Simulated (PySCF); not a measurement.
**Iron: a sound run and one with changed settings**

Sound run: Fe [Ar] 3d6 4s2, Fe⁺ [Ar] 3d6 4s1. Computed with PySCF 2.14 in def2-TZVP, with the non-relativistic Hamiltonian (point nucleus). In the sound run the correlated levels freeze [Ar]. The sound run starts from symmetry-adapted Hartree-Fock orbitals and uses a fine grid where one is needed.

Changed run: initial guess sap, at most 50 SCF cycles.

| species | method | sound run (hartree) | changed run (hartree) | converged |
| --- | --- | --- | --- | --- |
| Fe | UHF | -1262.42747 | -1262.35938 | yes |
| Fe | TPSS | -1263.68097 | -1263.69794 | yes |
| Fe | M06-L | -1263.60374 | -1263.61101 | yes |
| Fe⁺ | UHF | -1262.19337 | -1262.19337 | yes |
| Fe⁺ | TPSS | -1263.40279 | -1263.40279 | yes |
| Fe⁺ | M06-L | -1263.31073 | -1263.31073 | yes |
| Fe⁺ | MP2 | -1262.30592 | -1262.30592 | yes |

The plain start fixes occupations by D2h representation alone, and Fe at UHF, Fe at TPSS, Fe at M06-L landed in another state (other ⟨L²⟩ or ⟨S²⟩).
